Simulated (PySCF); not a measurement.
Cd(F)(OMe) (CH3CdFO), SMILES [Cd]([F])[O]C. Geometry optimised at PBE0-D3(BJ)/def2-SVP. The def2 effective core potentials stand for the cores of Cd; spin–orbit coupling is left out. Other conformers were not sampled.

All values below come from PBE0-D3(BJ)/def2-SVP (PySCF).

Harmonic wavenumbers (cm⁻¹): 98, 108, 161, 233, 515, 646, 1158, 1173, 1190, 1469, 1469, 1483, 2967, 3029, 3073. Rotational constants (GHz): 41.65, 1.998, 1.930; symmetry number 1.

Task: Work out the zero-point energy and the ideal-gas rigid-rotor harmonic-oscillator thermochemistry at 298.15 K and 1 atm.

Result: ZPE = ½ Σ hcν = ½ × 18772 cm⁻¹ = 112.28 kJ/mol. H − E(el) = 130.11 kJ/mol. Entropy in J/(mol K): translation 172.23, rotation 105.05, vibration 51.73, total 329.01. G − E(el) = 32.02 kJ/mol. Cp = 77.78 J/(mol K). Modes under 150 cm⁻¹ make the vibrational entropy uncertain.
